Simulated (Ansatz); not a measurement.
**Ligand exchange: C4H10 + CH8O2Si2 → C3H8O + C2H10OSi2**

Species: C4H10 (butane) `CCCC`, singlet; CH8O2Si2 `CO[SiH](O)[SiH3]`, singlet; C3H8O (1-propanol) `CCCO`, singlet; C2H10OSi2 `CO[SiH](C)[SiH3]`, singlet. The partners trade CH3 for OH: C–CH3 and Si–OH bonds give way to C–OH and Si–CH3.

Shapes, held fixed at every level: PBE0-D4/def2-TZVP. Flexible molecules stand in one conformer, not always the lowest. Programs: Ansatz 0.2.0. Electronic energies: no zero-point or thermal term.

| level | kind | ΔE (kJ/mol) | less CCSD(T)/CBS estimate |
| --- | --- | --- | --- |
| r2SCAN-D4/def2-TZVPP | meta-GGA | +143.6 | -4.7 |
| B3LYP-D4/def2-TZVPP | global hybrid | +143.4 | -4.9 |
| PBE0-D4/def2-TZVPP | global hybrid | +138.5 | -9.8 |
| wB97M-V/def2-TZVPP | range-separated hybrid | +144.1 | -4.2 |
| wB97X-V/def2-TZVPP | range-separated hybrid | +142.1 | -6.2 |
| CCSD(T)/def2-TZVPP | coupled cluster or CI | +146.6 | -1.7 |
| CCSD/def2-TZVPP | coupled cluster or CI | +147.7 | -0.6 |
| CCSD(T)/CBS estimate | coupled cluster or CI | +148.3 | 0.0 |

The highest level, CCSD(T)/CBS estimate, gives ΔE = +148.3 kJ/mol; the levels span +138.5 to +148.3. The column of differences is taken from that level and isn't an error. No measured value is set beside it here. The CBS estimate extrapolates MP2 from def2-TZVPP and def2-QZVPP and adds CCSD(T) − MP2 in the triple-zeta set, cores frozen.
